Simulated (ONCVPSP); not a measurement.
# Varying the ONCV potential for niobium (Nb)

Base potential:

* Element: niobium
* Generator: ONCVPSP 4.0.1
* Type: optimised norm-conserving Vanderbilt (ONCV)
* Functional: PBE
* Relativity: scalar-relativistic
* Frozen core: [Ar] 3d10
* Valence charge: 13
* Reference configuration: 4s2 4p6 4d4 5s1
* Partial waves: 4s+5s: rc 1.60 bohr, ncon 4, nbas 8, qcut 6.8 1/bohr, 2 projectors; 4p: rc 1.45 bohr, ncon 3, nbas 8, qcut 6.9 1/bohr, 1 projector; 4d: rc 2.00 bohr, ncon 5, nbas 9, qcut 7.6 1/bohr, 3 projectors, debl 2.2 Ha
* Local potential: polynomial inside 1.25 bohr (lpopt 5, dvloc0 -1 Ha)
* Core correction: Teter function, fcfact 2, rcfact 1.6

Cutoffs, loose and tight: the cutoffs (Ha) at which the residual kinetic energy of the hardest occupied pseudo-wave falls to 1 and 0.1 mHa per electron. They do not see the model core or the augmentation charge, which bear on the density cutoff. Test errors are all-electron minus pseudo excitation energies from the reference, over the configurations 4s2 4p6 4d4 5s0; 4s2 4p6 4d3 5s0; 4s2 4p6 4d2 5s0; 4s2 4p6 4d4.5 5s0.5. A dash means not determined; rows that change the core or the reference have their own tests. The largest error is taken over the tests solved by every variant that gives reliable tests at all: 4s2 4p6 4d3 5s0; 4s2 4p6 4d4 5s0; 4s2 4p6 4d4.5 5s0.5.

A true bound ghost makes a file unfit for plane-wave use even where its test errors are small: the radial tests pick states by their node count and pass the ghost by.

```tsv
change	outcome	cutoff, loose	cutoff, tight	bound ghosts	GHOST(+) flags above zero	largest test error (meV)
base	generated	19 Ha	24 Ha	none	s	-1.9
s: ncon 3, nbas 7	generated	18 Ha	24 Ha	none	s	-2.1
s: qcut 7.2; p: qcut 7.4; d: qcut 8.1	generated	20 Ha	25 Ha	none	s	-1.9
core [Kr], valence charge 5; reference 4d4 5s1; waves now 5s: rc 2.85 bohr, ncon 5, nbas 9, qcut 1.8 1/bohr, 2 projectors, debl 2.9 Ha; p scattering state at 0.14 Ha: rc 2.90 bohr, ncon 3, nbas 6, qcut 3.4 1/bohr, 2 projectors, debl 1.5 Ha; 4d: rc 1.85 bohr, ncon 4, nbas 9, qcut 4.6 1/bohr, 2 projectors, debl 1.8 Ha; local potential polynomial inside 1.30 bohr (lpopt 5, dvloc0 2 Ha)	generated, projector energies reset by the program	39 Ha	87 Ha	s	p, d	-141 over the solved tests; 1 of 4 tests not solved or not reliable
local potential polynomial inside 0.95 bohr (lpopt 5, dvloc0 0 Ha)	generated	19 Ha	24 Ha	none	s	-2.0
core correction Teter function, fcfact 2, rcfact 1.18	generated	19 Ha	24 Ha	none	s	-1.9
core correction none	generated	19 Ha	24 Ha	none	s	-1.7
all radii but the core radius scaled by about 1.09 (s 1.74, p 1.58, d 2.18 bohr); local potential polynomial inside 1.36 bohr (lpopt 5, dvloc0 -1 Ha)	generated	17 Ha	20 Ha	none	s	-2.1
d: nbas 8	generated	19 Ha	24 Ha	none	s	-2.0
p: rc 0.98; local potential polynomial inside 0.98 bohr (lpopt 5, dvloc0 -1 Ha)	generated	30 Ha	111 Ha	none	s	-1.9
d: rc 2.94	generated	19 Ha	24 Ha	none	s	+0.8
functional PBEsol	generated	19 Ha	24 Ha	none	s	-1.9
d: qcut 11.6	generated	25 Ha	36 Ha	none	s	-2.0
```
